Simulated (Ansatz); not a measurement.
```yaml
crystal:
  periodic: [false, false, false]
  atoms:
    - {symbol: B, position_ang: [0.411650, 0.502576, -0.588826]}
    - {symbol: N, position_ang: [-0.785214, 0.806322, 0.159382]}
    - {symbol: C, position_ang: [-0.498755, -0.505237, 0.509082]}
    - {symbol: O, position_ang: [0.518819, -0.924542, -0.399425]}
    - {symbol: H, position_ang: [1.237843, 1.210426, -1.005710]}
    - {symbol: H, position_ang: [-0.839327, -1.157792, 1.293192]}
basis:
  gaussian: {orbitals: "6-31++G**"}
total_charge: 1
magnetization: {spin_polarized: true, initial_magnetization: 2}
hamiltonian: {xc: {name: r2SCAN}}
output: {forces: true}
```

```sh
$ ansatz run in.yaml --threads 2 --pin off --events-out ev --progress --plain --max-ram 4352MiB
```

It prints (some lines left out):

```
Error: a molecule whose nuclei and cores have a total charge of 28 cannot have a net charge of 1 together with 2 unpaired electrons
```

Q: Something in this input is off. What?

A: The number of unpaired electrons doesn't fit the electron count. The program refused the input.
